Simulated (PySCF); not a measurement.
Ionisation energy of V⁹⁺ by level of theory

V⁹⁺ [Ne] 3s2 3p2 (3P) → V¹⁰⁺ [Ne] 3s2 3p1 (2P), as a difference of total energies. All numbers are calculated (PySCF 2.14, the spin-free X2C one-electron Hamiltonian (Gaussian nucleus), in an uncontracted even-tempered set (19 s from 0.4 bohr⁻², ratio 2.5; 12 p from 0.52 bohr⁻², ratio 2.5; 5 d from 3.3 bohr⁻², ratio 2.7; 4 f from 4.9 bohr⁻², ratio 2.7)). Correlated levels: outer shells: 1s2 frozen; virtual orbitals above 40 to 60 times the deepest correlated orbital energy dropped. The calculations carry no spin-orbit coupling.

```csv
method,ionisation energy (eV)
UHF,228.51
LDA,229.56
PBE,229.51
PBE0,229.54
r2SCAN,229.80
MN15,230.72
M06,229.56
MP2 (outer shells),229.09
SCS-MP2 (outer shells),228.95
```

**Question.** How much does correlation contribute at MP2 (outer shells)?

**Answer.** 229.09 − (228.51) = 0.58 eV, measured against UHF.

A first-order spin-orbit estimate (lowest level to lowest level, LS coupling) adds -0.040 eV.

For comparison: 230.5 ± 0.5 eV (semi-empirical (NIST evaluation); NIST Atomic Spectra Database, ionization energies).
